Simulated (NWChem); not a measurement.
System: C4H7F; SMILES C(=CF)(C)C

The following NWChem deck was run.

```
start job
memory heap 200 mb stack 900 mb global 1100 mb
geometry units angstroms noautoz
  C      0.785658    -1.691992     0.000000
  C      0.029872    -0.399199     0.000000
  C     -1.465698    -0.459251     0.000000
  C      0.687777     0.761497     0.000000
  F      0.065558     1.944423     0.000000
  H      1.874556    -1.537543     0.000000
  H      0.528516    -2.298606     0.884990
  H      0.528516    -2.298606    -0.884990
  H     -1.911633     0.543624     0.000000
  H     -1.835343    -1.004311    -0.884996
  H     -1.835343    -1.004311     0.884996
  H      1.777422     0.860878     0.000000
end
basis spherical
  C library 6-31g*
  F library 6-31g*
  H library 6-31g*
end
dft
  xc mn15
  grid coarse
  iterations 150
  mulliken
end
task dft gradient
```

NWChem printed, in part:

```
             Northwest Computational Chemistry Package (NWChem) 7.3.0
             --------------------------------------------------------

 CS  symmetry detected

                             Geometry "geometry" -> ""
                             -------------------------

 Output coordinates in angstroms (scale by  1.889725989 to convert to a.u.)

  No.       Tag          Charge          X              Y              Z
 ---- ---------------- ---------- -------------- -------------- --------------
    1 C                    6.0000     0.77482517    -1.69832690     0.00000000
    2 C                    6.0000     0.02841732    -0.40009674     0.00000000
    3 C                    6.0000    -1.46754820    -0.44932094     0.00000000
    4 C                    6.0000     0.69470721     0.75580636     0.00000000
    5 F                    9.0000     0.08106755     1.94320553     0.00000000
    6 H                    1.0000     1.86481267    -1.55176433     0.00000000
    7 H                    1.0000     0.51329871    -2.30306359     0.88499000
    8 H                    1.0000     0.51329871    -2.30306359    -0.88499000
    9 H                    1.0000    -1.90621184     0.55675585     0.00000000
   10 H                    1.0000    -1.84112913    -0.99169085    -0.88499600
   11 H                    1.0000    -1.84112913    -0.99169085     0.88499600
   12 H                    1.0000     1.78504306     0.84729697     0.00000000

 Effective nuclear repulsion energy (a.u.)     173.6047996831

      Symmetry information
      --------------------

 Group name             Cs
 Group number              2
 Group order               2
 No. of unique centers    10

                                 NWChem DFT Module
                                 -----------------

 Summary of "ao basis" -> "ao basis" (spherical)
 ------------------------------------------------------------------------------
       Tag                 Description            Shells   Functions and Types
 ---------------- ------------------------------  ------  ---------------------
 C                           6-31g*                  6       14   3s2p1d
 F                           6-31g*                  6       14   3s2p1d
 H                           6-31g*                  2        2   2s

      Symmetry analysis of basis
      --------------------------

        a'         60
        a"         24

            General Information
            -------------------
          SCF calculation type: DFT
          Wavefunction type:  closed shell.
          No. of atoms     :    12
          No. of electrons :    40
           Alpha electrons :    20
            Beta electrons :    20
          Charge           :     0
          Spin multiplicity:     1
          Use of symmetry is: on ; symmetry adaption is: on
          Maximum number of iterations: 150
          AO basis - number of functions:    84
                     number of shells:    44
          Convergence on energy requested:  1.00D-06
          Convergence on density requested:  1.00D-05
          Convergence on gradient requested:  5.00D-04

              XC Information
              --------------
                         MN15 Method XC Functional
                     Hartree-Fock (Exact) Exchange  0.440
                          MN15 Exchange Functional  1.000
                        MN15 Correlation Potential  1.000

             Grid Information
             ----------------
          Grid used for XC integration:  coarse
          Radial quadrature: Mura-Knowles
          Angular quadrature: Lebedev.
          Tag              B.-S. Rad. Rad. Pts. Rad. Cut. Ang. Pts.
          ---              ---------- --------- --------- ---------
          C                   0.70       35           9.0       302
          F                   0.50       35          11.0       302
          H                   0.35       35          10.0       302
          Grid pruning is: on
          Number of quadrature shells:   350
          Spatial weights used:  Erf1

      Superposition of Atomic Density Guess
      -------------------------------------

 Sum of atomic energies:        -253.50097639

      Non-variational initial energy
      ------------------------------

 Total energy =    -256.346714
 1-e energy   =    -689.073523
 2-e energy   =     259.122009
 HOMO         =      -0.240446
 LUMO         =       0.074823

      Symmetry analysis of molecular orbitals - initial
      -------------------------------------------------

  Numbering of irreducible representations:

     1 a'          2 a"

  Orbital symmetries:

     1 a'          2 a'          3 a'          4 a'          5 a'
     6 a'          7 a'          8 a'          9 a'         10 a'
    11 a'         12 a"         13 a'         14 a"         15 a'
    16 a'         17 a"         18 a'         19 a'         20 a"
    21 a"         22 a'         23 a'         24 a'         25 a'
    26 a"         27 a"         28 a'         29 a'         30 a'

     ---------------------------------------------
      Total Density - Mulliken Population Analysis
     ---------------------------------------------

    Atom       Charge   Shell Charges
 -----------   ------   -------------------------------------------------------
    1 C    6     6.68   2.00  0.71  2.03  0.67  1.23  0.03
    2 C    6     6.07   2.00  0.73  1.92  0.48  0.90  0.04
    3 C    6     6.69   2.00  0.72  2.04  0.68  1.23  0.03
    4 C    6     5.65   2.00  0.70  1.66  0.49  0.74  0.06
    5 F    9     9.45   2.00  0.94  3.39  1.01  2.10  0.01
    6 H    1     0.77   0.46  0.31
    7 H    1     0.77   0.46  0.31
    8 H    1     0.77   0.46  0.31
    9 H    1     0.77   0.47  0.30
   10 H    1     0.77   0.46  0.31
   11 H    1     0.77   0.46  0.31
   12 H    1     0.82   0.47  0.35

   convergence    iter        energy       DeltaE   RMS-Dens  Diis-err
 ---------------- ----- ----------------- --------- --------- ---------
 d= 0,ls=0.0,diis     1   -256.0795135532 -4.30D+02  1.01D-02  8.76D-01
 d= 0,ls=0.0,diis     2   -256.1260549964 -4.65D-02  4.96D-03  2.96D-01
 d= 0,ls=0.0,diis     3   -256.1442032047 -1.81D-02  1.89D-03  1.05D-01
 d= 0,ls=0.0,diis     4   -256.1539124225 -9.71D-03  3.10D-04  7.70D-04
 d= 0,ls=0.0,diis     5   -256.1539904968 -7.81D-05  1.29D-04  1.73D-04
  Resetting Diis
 d= 0,ls=0.0,diis     6   -256.1540096976 -1.92D-05  4.14D-05  2.39D-05
 d= 0,ls=0.0,diis     7   -256.1540122383 -2.54D-06  1.83D-05  8.91D-07
 d= 0,ls=0.0,diis     8   -256.1540122286  9.76D-09  8.92D-06  1.12D-06

         Total DFT energy =     -256.154012228589
      One electron energy =     -693.030184320326
           Coulomb energy =      297.753912029670
    Exchange-Corr. energy =      -34.482539621000
 Nuclear repulsion energy =      173.604799683068

 Numeric. integr. density =       40.000001567578

                  Occupations of the irreducible representations
                  ----------------------------------------------

                     irrep           alpha         beta
                     --------     --------     --------
                     a'               16.0         16.0
                     a"                4.0          4.0

                       DFT Final Molecular Orbital Analysis
                       ------------------------------------

 Vector   18  Occ=2.000000D+00  E=-3.954261D-01  Symmetry=a'
              MO Center= -3.4D-01, -1.6D-01, -1.8D-14, r^2= 3.4D+00
   Bfn.  Coefficient  Atom+Function         Bfn.  Coefficient  Atom+Function
  ----- ------------  ---------------      ----- ------------  ---------------
    18      0.302957   2 C  py               32     -0.262556   3 C  py
     4     -0.230151   1 C  py               78     -0.192045   9 H  s
    77     -0.188965   9 H  s                59      0.186583   5 F  px
    60      0.173943   5 F  py               45     -0.164030   4 C  px
     3      0.160644   1 C  px               46     -0.148105   4 C  py

 Vector   19  Occ=2.000000D+00  E=-3.851639D-01  Symmetry=a'
              MO Center=  1.1D-01, -6.8D-02, -3.7D-15, r^2= 3.5D+00
   Bfn.  Coefficient  Atom+Function         Bfn.  Coefficient  Atom+Function
  ----- ------------  ---------------      ----- ------------  ---------------
    17      0.314665   2 C  px               31     -0.300954   3 C  px
    59      0.274913   5 F  px                3     -0.212258   1 C  px
    84     -0.202310  12 H  s                45     -0.187851   4 C  px
    63      0.188343   5 F  px               35     -0.184756   3 C  px
    83     -0.159713  12 H  s                72     -0.156819   6 H  s

[...]

                         DFT ENERGY GRADIENTS

    atom               coordinates                        gradient
                 x          y          z           x          y          z
   1 C       1.464207  -3.209372   0.000000   -0.002261   0.005941   0.000000
   2 C       0.053701  -0.756073   0.000000   -0.003417  -0.005778   0.000000
   3 C      -2.773264  -0.849093   0.000000    0.006707   0.000517   0.000000
   4 C       1.312806   1.428267   0.000000   -0.005481   0.007549   0.000000
   5 F       0.153195   3.672126   0.000000    0.003001  -0.005111   0.000000
   6 H       3.523985  -2.932409   0.000000    0.002742  -0.000113   0.000000
   7 H       0.969994  -4.352159   1.672389   -0.000749  -0.001755   0.002485
   8 H       0.969994  -4.352159  -1.672389   -0.000749  -0.001755  -0.002485
   9 H      -3.602218   1.052116   0.000000   -0.001710   0.002743   0.000000
  10 H      -3.479230  -1.874024  -1.672400   -0.001116  -0.001452  -0.002404
  11 H      -3.479230  -1.874024   1.672400   -0.001116  -0.001452   0.002404
  12 H       3.373242   1.601159   0.000000    0.004150   0.000665   0.000000
```

Level: MN15/6-31G* (spherical d). Structure relaxed at the PBE0/def2-SVP level.
